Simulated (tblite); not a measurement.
Compound: C5H16N2Si2.
Cartesian coordinates in Å at the GFN2-xTB level; atoms count from 1:
```xyz
25
C5H16N2Si2 angstrom
N      1.1099   -0.7067    1.9690
Si     0.7146    0.1645    0.5294
C      1.9753    0.0854   -0.8927
Si     3.7401    0.4722   -0.3427
N     -0.7169   -0.6193   -0.0190
C     -1.8256   -0.8197    0.8868
C     -2.8157    0.3117    0.5677
C     -2.5144    0.6620   -0.8997
C     -1.3494   -0.2727   -1.2708
H      1.0114   -1.7094    1.9458
H      1.9753   -0.4659    2.4222
H      0.5984    1.5612    0.9907
H      1.6940    0.7891   -1.6752
H      1.9490   -0.9036   -1.3500
H      4.6615    0.3721   -1.4802
H      3.8131    1.8250    0.2137
H      4.1738   -0.4800    0.6860
H     -2.2861   -1.7920    0.6690
H     -1.4850   -0.8111    1.9182
H     -2.6194    1.1663    1.2136
H     -3.8475   -0.0028    0.7157
H     -3.3751    0.5004   -1.5466
H     -2.2067    1.7027   -0.9942
H     -0.6431    0.1839   -1.9598
H     -1.7426   -1.1891   -1.7303
```

Computed with GFN2-xTB (tblite): harmonic, unscaled wavenumbers at the GFN2-xTB geometry, gas phase. This tight-binding method is rough: wavenumbers can miss measured ones by several per cent, in bad cases by 10 to 20. Modes of hydrogen on silicon can be 10 to 20 % off. One conformer, not necessarily the lowest.

Harmonic wavenumbers (cm⁻¹): 34.5, 46.9, 64.8, 74.0, 102.4, 114.4, 162.8, 194.6, 202.8, 238.3, 299.1, 344.0, 491.7, 510.9, 569.8, 586.2, 634.3, 656.3, 664.9, 695.6, 714.7, 742.3, 792.0, 797.4, 804.5, 818.1, 827.8, 853.6, 872.5, 903.7, 960.7, 981.6, 992.3, 1016.9, 1072.0, 1097.0, 1104.6, 1134.4, 1162.9, 1178.7, 1190.3, 1216.2, 1271.2, 1293.0, 1307.8, 1315.4, 1326.5, 1460.5, 1474.0, 1486.6, 1489.2, 1503.9, 1523.7, 2148.8, 2221.5, 2229.4, 2251.4, 2886.0, 2889.5, 2975.9, 2986.1, 2988.5, 3004.7, 3007.5, 3013.8, 3020.8, 3035.6, 3474.4, 3517.5.

A = 2485, B = 594.0, C = 519.3 MHz; mass 160.085 u (most abundant isotopes); point group C1, symmetry number 1.

Problem. Zero-point energy?

Solution. Half the sum of the wavenumbers: 44513 cm⁻¹ = 532.49 kJ/mol.

Problem. Entropy at 350 K, 1 bar (ideal gas, RRHO, classical rotation)?

Solution. Translation 175.49, rotation 129.27, vibration 212.17: S = 516.9 J/(mol K).

Problem. And Cp and H(350 K) − H(0)?

Solution. Cp = 238.54 J/(mol K), of which vibrations give 205.29 (their classical limit is 69 R = 573.7); H(350 K) − H(0) = 48.43 kJ/mol without the zero-point energy, 36.79 from vibrations.

Problem. Blend soft modes into free rotors: weight 1/[1 + (100 cm⁻¹/ν̃)⁴] for the oscillator and the rest for a rotor with moment μB/(μ + B), μ = h/(8π²ν), B = 10⁻⁴⁴ kg m². What vibrational entropy results?

Solution. 188.65 J/(mol K) in place of 212.17, which changes −T·S at 350 K by +8.23 kJ/mol.

Problem. What must be added to the electronic energy to get the Gibbs energy at 350 K and 1 bar?

Solution. ZPE + [H(350 K) − H(0)] − T·S = 532.49 + 48.43 − 180.92 = 400.00 kJ/mol.

Hindered rotation and anharmonicity are outside this model. Other conformers, if any are populated, would add a mixing term that is left out. The structure is chiral; the term R ln 2 for an equal mix with its mirror image is left out.
